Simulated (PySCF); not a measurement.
Geometry:
```
atom   x (Å)   y (Å)   z (Å)
  C1   3.707   0.255   0.426
  S2   2.014   0.892   0.644
 Si3   1.029  -0.072  -1.000
  C4  -0.802   0.542  -1.051
  O5  -1.126   1.161  -2.051
  N6  -1.661   0.277  -0.026
  C7  -1.307  -0.478   1.146
  C8  -3.026   0.735  -0.117
  H9   4.319   0.706   1.219
 H10   4.122   0.549  -0.548
 H11   3.742  -0.839   0.531
 H12   1.639   0.324  -2.299
 H13   1.128  -1.562  -0.853
 H14  -1.848  -1.440   1.186
 H15  -0.227  -0.679   1.172
 H16  -1.551   0.089   2.060
 H17  -3.728  -0.117  -0.130
 H18  -3.280   1.379   0.741
 H19  -3.134   1.304  -1.048
```

Geometry: PBE0-D3(BJ)/def2-SVP; GIAO shifts from PySCF 2.14, gas phase, non-relativistic, averaged over equivalent atoms.

At PBE0/pcSseg-1 (205 basis functions, 27 s wall time on 1 thread of an Intel Xeon 6975P-C, shared host):
```csv
atoms,δ (ppm)
C4,177.0
C7/C8,34.2
C1,14.7
S2,-220.1
Si3,-33.8
O5,503.0
N6,140.6
H12/H13,4.99
H14/H15/H16/H17/H18/H19,2.95
H9/H10/H11,1.95
```

Shifts are taken against calculated references (same method and geometry level): TMS for $^{13}$C (σ = 184.41 ppm), $^{29}$Si (σ = 351.99 ppm), $^{1}$H (σ = 31.27 ppm); $^{33}$S (σ = 495.66 ppm) vs CS2; $^{17}$O (σ = 334.56 ppm) vs H2O; $^{15}$N (σ = 265.67 ppm) vs NH3.

What do these become at WP04/pcSseg-1?

Results:


| atoms | δ at WP04/pcSseg-1 | change |
| --- | --- | --- |
| C4 | 179.7 | +2.7 |
| C7/C8 | 35.9 | +1.7 |
| C1 | 17.8 | +3.1 |
| S2 | -183.5 | +36.6 |
| Si3 | -30.9 | +2.9 |
| O5 | 480.0 | -23.0 |
| N6 | 140.2 | -0.4 |
| H12/H13 | 4.32 | -0.67 |
| H14/H15/H16/H17/H18/H19 | 2.88 | -0.07 |
| H9/H10/H11 | 1.91 | -0.04 |

Chemical shifts δ = σref − σ; $^{13}$C (σref 172.44) and $^{29}$Si (σref 338.69) and $^{1}$H (σref 31.56) vs TMS; $^{33}$S (σref 462.27) against CS2; H2O for $^{17}$O (σref 317.54); NH3 for $^{15}$N (σref 246.90), all at this level.

The largest change is at S2 (sulfur bonded to C, Si). Cost: 205 basis functions, 24 s wall time on 1 thread of an Intel Xeon 6975P-C, shared host. The order of the carbon signals is the same at both levels.

The carbons averaged at δ 34.2 differ by 9 ppm in this conformer. Unscaled 17O shifts of doubly bonded oxygen tend to come out too high, by tens of ppm or more. Experimental scales use liquid or dissolved standards, which lie at an offset from isolated NH3 (liquid NH3: subtract about 20 ppm) and H2O (liquid H2O: subtract about 36 ppm).
